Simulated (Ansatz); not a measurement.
Task: Name a neutral molecule of B, Br, C, F, O and H with LUMO energy (ωB97M-V/def2-TZVPP) between 0.80 and 1.10 eV and HOMO–LUMO gap (ωB97M-V/def2-TZVPP) between 11.70 and 12.00 eV (Ansatz, PBE0-D4/def2-TZVP geometry).

Result: `OCB(F)Br` (1.09 eV, 11.80 eV). Other molecules can fit too; these were computed, each in one conformer that needn't be the lowest.
